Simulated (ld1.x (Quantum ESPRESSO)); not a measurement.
**Pd (Z = 46): one change to an RRKJ potential, before and after**

palladium, norm-conserving RRKJ (Kleinman–Bylander form), made with ld1.x (Quantum ESPRESSO) 7.5 (PBE, scalar-relativistic). Core [Ar] 3d10, reference 4s2 4p6 4d10 5s0 5p0. Waves: 4p (bound): rc 1.65 bohr; 4d (bound): rc 1.45 bohr; 4s (bound): rc 1.20 bohr. Local part: the s channel. Core correction: Bessel-smoothed model core, default radius (core density twice the valence density). rho0 = 0.01.

Change: all radii but the core radius scaled by about 1.23 (s 1.48, p 2.02, d 1.78 bohr).

Cutoffs: the cutoffs (Ry, on a coarse ladder) from which the occupation-weighted sum of valence levels, in a spherical-Bessel basis at the reference potential, stays within 10 and 1 mRy of its value at 400 Ry; they do not see the model core or the augmentation charge, which bear on the density cutoff. Errors are all-electron minus pseudo energies relative to the spin-unpolarised reference configuration.

Q: How do hardness, ghosts and transferability respond?

A: The potential gets softer (110 Ry and 180 Ry → 60 Ry and 90 Ry); of the 7 tests that both files solve, the error grows in 6 and shrinks in 1 by more than 15 % and 0.3 meV (median size 30.0 → 43.3 meV); neither file shows a bound ghost at the reference potential, the only one tested. A larger radius leaves more room for a smooth pseudo-wave, so fewer plane waves are needed.

```tsv
quantity	base	changed
cutoff, loose	110 Ry	60 Ry
cutoff, tight	180 Ry	90 Ry
loose cutoff by channel (10 mRy a level)	p 30 Ry, d 50 Ry, s 100 Ry	p 30 Ry, d 40 Ry, s 40 Ry
bound ghosts	none	none
error for 4s2 4p6 4d9 5s0 5p0, meV [ΔE 9.12 eV]	+1.2	+6.1
error for 4s2 4p6 4d8 5s0 5p0, meV [ΔE 29.93 eV]	+7.5	+38
error for 4s2 4p6 4d7 5s0 5p0, meV [ΔE 64.29 eV]	+30	+127
error for 4s2 4p6 4d9 5s1 5p0, meV [ΔE 1.50 eV]	+238	+1194
error for 4s1 4p6 4d10 5s0 5p0, meV [ΔE 91.57 eV]	-60	-221
error for 4s2 4p5 4d10 5s0 5p0, meV [ΔE 57.17 eV]	-66	-43
error for 4s2 4p6 4d9.5 5s0 5p0, meV [ΔE 3.23 eV]	+0.4	+1.3
```

Changed file: These tests converged, but a pseudo level misses the all-electron one widely, so the file describes the atom poorly there or has found another state: 4s2 4p6 4d8 5s0 5p0: empty 5s by 2.3 eV (a node warning on the way); 4s2 4p6 4d7 5s0 5p0: empty 5s by 3.1 eV.
